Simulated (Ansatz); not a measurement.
`C[O][Zr]([Cl])([Cl])[NH]C(C)(C)C` from Hartree–Fock to CCSD(T)

```xyz
23

C     0.097    3.085    1.769
O    -0.681    2.274    0.946
Zr   -1.851    1.291   -0.158
Cl   -2.363    2.483   -2.146
Cl   -3.853    0.734    0.988
N    -0.941   -0.416   -0.677
C     0.314   -1.140   -0.488
C     0.972   -1.370   -1.847
C     0.023   -2.482    0.183
C     1.238   -0.316    0.396
H     0.256    4.060    1.299
H     1.070    2.614    1.941
H    -0.399    3.233    2.733
H    -1.557   -0.970   -1.274
H     0.317   -1.954   -2.500
H     1.176   -0.416   -2.338
H     1.912   -1.916   -1.739
H     0.944   -3.051    0.333
H    -0.647   -3.086   -0.435
H    -0.455   -2.329    1.152
H     1.458    0.651   -0.063
H     2.182   -0.842    0.547
H     0.787   -0.138    1.376
```

Charge 0, multiplicity 1. Correlated methods include outer-core shells of Zr, which these sets cover unevenly. Zr takes the def2 core potential. All single points use the PBE0-D4/def2-TZVP geometry. It is one conformer, not always the lowest. Frozen core, restricted reference, Ansatz.

| basis | HF (Eh) | MP2 corr. |
| --- | --- | --- |
| def2-SVP | -1291.49947 | -1.59530 |
| def2-TZVPP | -1292.18965 | -2.06256 |
| def2-QZVPP | -1292.23445 | -2.24034 |

Q: Estimate the CCSD correlation energy and the (T) correction in each basis where they were run (hartree).

A: 
```
     basis  CCSD corr.       (T)
  def2-SVP    -1.68676  -0.05464
def2-TZVPP    -2.14035  -0.09421
```
